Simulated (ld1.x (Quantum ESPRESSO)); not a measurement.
**Fe: from the effect back to the setting (PAW)**

Base potential:

| Quantity | Value |
| --- | --- |
| Element | Fe (Z = 26) |
| Generator | ld1.x (Quantum ESPRESSO) 7.5 |
| Type | PAW |
| Functional | PBE |
| Relativity | scalar-relativistic |
| Frozen core | [Ne] 3s2 |
| Valence charge | 14 |
| Reference configuration | 3p6 3d6 4s1.75 4p0 (charge +0.25) |
| Partial waves | 4s (bound): rcut 2.25, rcutus 2.70 bohr; 4s channel at 0.1 Ry: rcut 2.25, rcutus 2.70 bohr; 3p (bound): rcut 1.20, rcutus 1.65 bohr; 4p (bound, empty): rcut 1.20, rcutus 1.65 bohr; 3d (bound): rcut 1.55, rcutus 2.15 bohr; 3d channel at 3.75 Ry: rcut 1.55, rcutus 2.15 bohr |
| Local potential | all-electron potential smoothed inside 1.85 bohr (lloc = -1) |
| Core correction | Bessel-smoothed model core inside 0.75 bohr |
| Augmentation charge | PSQ, inside the norm-conserving radii |

Cutoffs, loose and tight: the cutoffs (Ry, on a coarse ladder) from which the occupation-weighted sum of valence levels, in a spherical-Bessel basis at the reference potential, stays within 10 and 1 mRy of its value at 400 Ry. They do not see the model core or the augmentation charge, which bear on the density cutoff. Test errors are all-electron minus pseudo excitation energies from the reference, over the configurations 3p6 3d6 4s2 4p0; 3p6 3d6 4s1 4p0; 3p6 3d6 4s0 4p0; 3p6 3d5 4s2 4p0; 3p6 3d6 4s1.5 4p0; 3p6 3d6.5 4s1.5 4p0; 3p6 3d4 4s0 4p0; variants that change the core or the reference have their own tests.

Only the scale of all radii but the core radius (base = 1) is moved:

```csv
scale of all radii but the core radius (base = 1),"cutoff, loose","cutoff, tight",bound ghosts,largest test error (meV)
0.76,55 Ry,100 Ry,s,-18 over the solved tests; test run stopped at test 6 of 7 (negative rho)
0.85,45 Ry,80 Ry,none,-201
0.96,35 Ry,55 Ry,none,+28 over the solved tests; 2 of 7 tests not solved or not reliable
1.07,30 Ry,45 Ry,none,test run stopped at test 1 of 7 (negative rho)
1.29,18 Ry,30 Ry,none,test run stopped at test 2 of 7 (negative rho)
1.36,15 Ry,25 Ry,none,"test run stopped at test 3 of 7 (negative rho), 1 before it not solved"
```

Task: One more run gave cutoff, loose: 21 Ry; cutoff, tight: 35 Ry; bound ghosts: none; largest test error (meV): +57 over the solved tests; test run stopped at test 6 of 7 (negative rho). Which value of the scale of all radii but the core radius (base = 1) was used?

Result: 1.18. The loose cutoff moves one way along this sweep, from 55 Ry at 0.76 to 15 Ry at 1.36, which places the run between 1.07 and 1.29.
